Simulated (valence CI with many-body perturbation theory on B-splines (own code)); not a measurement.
## E1 line list for Pm LIV

Level of theory: relativistic CI+MBPT: six valence electrons over a frozen Dirac-Fock core [He], a basis of 9 s, 9 p, 8 d, 6 f, 3 g, 1 h functions for each j, with the one-electron correlation potential Σ1, the two-electron term Σ2, the three-electron term Σ3, Breit, model QED; selected CI, second order for the rest, scaled by the run's own slope (own B-spline code, finite nucleus).

The last digits are not significant, and no measured levels were compared; by estimate large intervals hold to a few tenths of a per cent, small ones and those within an open d or f shell to about a per cent. Among the levels kept, up to 2100 cm⁻¹ of a level comes from second order outside the variational space, and about a tenth of that is noise between levels of different J, which matters for small intervals.

Lines 101 to 150 of 222 in falling wavelength, among levels below 6746.4 eV, chosen from the strongest by gf and those to the six lowest levels. Wavelengths and rates use the calculated energies. Electric multipoles are in the length gauge with retardation, E1 and E2 with the static RPA response of the core. Weak lines are less certain than strong ones. Lines between different terms over intervals too small for the method are left out, as are lines whose strength nearly cancels. The highest levels of a list are the least certain.

Levels are named by their leading jj configuration (3d3/2^4 stands for four electrons in 3d with j = 3/2), which in mixed levels can hold well under half, so a name can repeat and another be missing. Letters in brackets count levels of one name in rising energy.

| λ vac (nm) | Upper | Lower | A (s⁻¹) | S (a.u.) |
| --- | --- | --- | --- | --- |
| 1.350 | (2s 2p1/2^2 2p3/2^2 3s) J=1 [a] | (2s^2 2p1/2^2 2p3/2 3s) J=2 | 1.99e+12 | 7.27e-03 |
| 1.348 | (2p1/2^2 2p3/2^4) J=0 | (2s 2p1/2^2 2p3/2^3) J=1 | 7.41e+12 | 8.96e-03 |
| 1.344 | (2s 2p1/2^2 2p3/2^2 3s) J=2 [b] | (2s^2 2p1/2^2 2p3/2 3s) J=2 | 3.01e+12 | 1.80e-02 |
| 1.335 | (2s 2p1/2^2 2p3/2^2 3s) J=0 | (2s^2 2p1/2^2 2p3/2 3s) J=1 | 1.87e+12 | 2.19e-03 |
| 1.334 | (2s 2p1/2 2p3/2^4) J=1 | (2s^2 2p1/2 2p3/2^3) J=1 | 6.09e+11 | 2.14e-03 |
| 1.305 | (2s 2p1/2^2 2p3/2^3) J=1 | (2s^2 2p1/2^2 2p3/2^2) J=2 | 3.57e+12 | 1.18e-02 |
| 0.8477 | (2s 2p1/2 2p3/2^4) J=1 | (2s^2 2p1/2^2 2p3/2^2) J=0 | 1.05e+09 | 9.47e-07 |
| 0.8220 | (2s 2p1/2 2p3/2^4) J=1 | (2s^2 2p1/2^2 2p3/2^2) J=2 | 4.92e+10 | 4.05e-05 |
| 0.2518 | (2s^2 2p1/2^2 2p3/2 3p1/2) J=1 | (2s 2p1/2^2 2p3/2^3) J=1 | 3.35e+09 | 7.92e-08 |
| 0.2517 | (2s^2 2p1/2^2 2p3/2 3p1/2) J=2 | (2s 2p1/2^2 2p3/2^3) J=1 | 4.44e+10 | 1.75e-06 |
| 0.2486 | (2s^2 2p1/2^2 2p3/2 3p1/2) J=1 | (2s 2p1/2^2 2p3/2^3) J=2 | 6.79e+10 | 1.55e-06 |
| 0.2485 | (2s^2 2p1/2^2 2p3/2 3p1/2) J=2 | (2s 2p1/2^2 2p3/2^3) J=2 | 8.22e+09 | 3.12e-07 |
| 0.2436 | (2s^2 2p1/2^2 2p3/2 3p3/2) J=1 | (2s 2p1/2^2 2p3/2^3) J=1 | 1.96e+10 | 4.19e-07 |
| 0.2426 | (2s^2 2p1/2^2 2p3/2 3p3/2) J=2 | (2s 2p1/2^2 2p3/2^3) J=1 | 4.53e+09 | 1.60e-07 |
| 0.2416 | (2s^2 2p1/2^2 2p3/2 3p3/2) J=0 | (2s 2p1/2^2 2p3/2^3) J=1 | 4.78e+11 | 3.33e-06 |
| 0.2406 | (2s^2 2p1/2^2 2p3/2 3p3/2) J=3 | (2s 2p1/2^2 2p3/2^3) J=2 | 5.44e+10 | 2.62e-06 |
| 0.2406 | (2s^2 2p1/2^2 2p3/2 3p3/2) J=1 | (2s 2p1/2^2 2p3/2^3) J=2 | 9.72e+10 | 2.01e-06 |
| 0.2396 | (2s^2 2p1/2^2 2p3/2 3p3/2) J=2 | (2s 2p1/2^2 2p3/2^3) J=2 | 7.21e+10 | 2.45e-06 |
| 0.2391 | (2s^2 2p1/2^2 2p3/2 3s) J=2 | (2s^2 2p1/2 2p3/2^3) J=2 | 1.29e+10 | 4.36e-07 |
| 0.2388 | (2s^2 2p1/2^2 2p3/2 3s) J=1 | (2s^2 2p1/2 2p3/2^3) J=2 | 7.15e+09 | 1.44e-07 |
| 0.2383 | (2s^2 2p1/2^2 2p3/2 3s) J=2 | (2s^2 2p1/2 2p3/2^3) J=1 | 2.29e+09 | 7.65e-08 |
| 0.2379 | (2s^2 2p1/2^2 2p3/2 3s) J=1 | (2s^2 2p1/2 2p3/2^3) J=1 | 2.67e+10 | 5.33e-07 |
| 0.2260 | (2s^2 2p1/2 2p3/2^2 3p1/2) J=1 [a] | (2s 2p1/2^2 2p3/2^3) J=1 | 4.96e+10 | 8.48e-07 |
| 0.2257 | (2s^2 2p1/2 2p3/2^2 3p1/2) J=2 [a] | (2s 2p1/2^2 2p3/2^3) J=1 | 1.09e+09 | 3.09e-08 |
| 0.2239 | (2s^2 2p1/2 2p3/2^2 3p1/2) J=2 [b] | (2s 2p1/2^2 2p3/2^3) J=1 | 3.48e+11 | 9.65e-06 |
| 0.2239 | (2s^2 2p1/2^2 2p3/2 3d3/2) J=2 | (2s^2 2p1/2 2p3/2^3) J=2 | 5.31e+10 | 1.47e-06 |
| 0.2236 | (2s^2 2p1/2^2 2p3/2 3d3/2) J=3 | (2s^2 2p1/2 2p3/2^3) J=2 | 1.39e+10 | 5.38e-07 |
| 0.2236 | (2s^2 2p1/2 2p3/2^2 3p1/2) J=1 [b] | (2s 2p1/2^2 2p3/2^3) J=1 | 3.98e+10 | 6.59e-07 |
| 0.2235 | (2s^2 2p1/2^2 2p3/2 3d3/2) J=1 | (2s^2 2p1/2 2p3/2^3) J=2 | 1.15e+11 | 1.90e-06 |
| 0.2234 | (2s^2 2p1/2 2p3/2^2 3p1/2) J=1 [a] | (2s 2p1/2^2 2p3/2^3) J=2 | 1.38e+10 | 2.28e-07 |
| 0.2232 | (2s^2 2p1/2^2 2p3/2 3d3/2) J=2 | (2s^2 2p1/2 2p3/2^3) J=1 | 1.94e+11 | 5.31e-06 |
| 0.2231 | (2s^2 2p1/2 2p3/2^2 3p1/2) J=2 [a] | (2s 2p1/2^2 2p3/2^3) J=2 | 1.19e+10 | 3.26e-07 |
| 0.2228 | (2s^2 2p1/2^2 2p3/2 3d3/2) J=1 | (2s^2 2p1/2 2p3/2^3) J=1 | 4.54e+09 | 7.43e-08 |
| 0.2227 | (2s^2 2p1/2^2 2p3/2 3d3/2) J=0 | (2s^2 2p1/2 2p3/2^3) J=1 | 9.85e+10 | 5.37e-07 |
| 0.2225 | (2s^2 2p1/2 2p3/2^2 3p1/2) J=3 | (2s 2p1/2^2 2p3/2^3) J=2 | 4.71e+10 | 1.79e-06 |
| 0.2221 | (2s^2 2p1/2 2p3/2^2 3p1/2) J=0 | (2s 2p1/2^2 2p3/2^3) J=1 | 6.15e+11 | 3.33e-06 |
| 0.2217 | (2s^2 2p1/2^2 2p3/2 3d5/2) J=2 | (2s^2 2p1/2 2p3/2^3) J=2 | 8.21e+08 | 2.21e-08 |
| 0.2214 | (2s^2 2p1/2 2p3/2^2 3p1/2) J=2 [b] | (2s 2p1/2^2 2p3/2^3) J=2 | 5.81e+11 | 1.55e-05 |
| 0.2212 | (2s^2 2p1/2^2 2p3/2 3d5/2) J=3 | (2s^2 2p1/2 2p3/2^3) J=2 | 3.30e+09 | 1.23e-07 |
| 0.2210 | (2s^2 2p1/2 2p3/2^2 3p1/2) J=1 [b] | (2s 2p1/2^2 2p3/2^3) J=2 | 1.72e+10 | 2.76e-07 |
| 0.2210 | (2s^2 2p1/2^2 2p3/2 3d5/2) J=2 | (2s^2 2p1/2 2p3/2^3) J=1 | 8.57e+09 | 2.28e-07 |
| 0.2208 | (2s^2 2p1/2^2 2p3/2 3d5/2) J=1 | (2s^2 2p1/2 2p3/2^3) J=2 | 1.15e+10 | 1.84e-07 |
| 0.2202 | (2s^2 2p1/2^2 2p3/2 3d5/2) J=1 | (2s^2 2p1/2 2p3/2^3) J=1 | 3.87e+10 | 6.12e-07 |
| 0.2194 | (2s^2 2p1/2 2p3/2^2 3p3/2) J=2 [a] | (2s 2p1/2^2 2p3/2^3) J=1 | 4.90e+11 | 1.28e-05 |
| 0.2193 | (2s^2 2p1/2 2p3/2^2 3p3/2) J=0 | (2s 2p1/2^2 2p3/2^3) J=1 | 1.78e+09 | 9.25e-09 |
| 0.2188 | (2s^2 2p1/2 2p3/2^2 3p3/2) J=1 [a] | (2s 2p1/2^2 2p3/2^3) J=1 | 3.72e+11 | 5.77e-06 |
| 0.2182 | (2s 2p1/2^2 2p3/2^2 3s) J=2 [a] | (2s 2p1/2^2 2p3/2^3) J=1 | 6.52e+12 | 1.67e-04 |
| 0.2178 | (2s^2 2p1/2 2p3/2^2 3p3/2) J=1 [b] | (2s 2p1/2^2 2p3/2^3) J=1 | 6.51e+12 | 9.95e-05 |
| 0.2174 | (2s^2 2p1/2 2p3/2^2 3p3/2) J=3 [a] | (2s 2p1/2^2 2p3/2^3) J=2 | 6.06e+12 | 2.15e-04 |
| 0.2172 | (2s^2 2p1/2 2p3/2^2 3p3/2) J=2 [b] | (2s 2p1/2^2 2p3/2^3) J=1 | 2.07e+12 | 5.22e-05 |
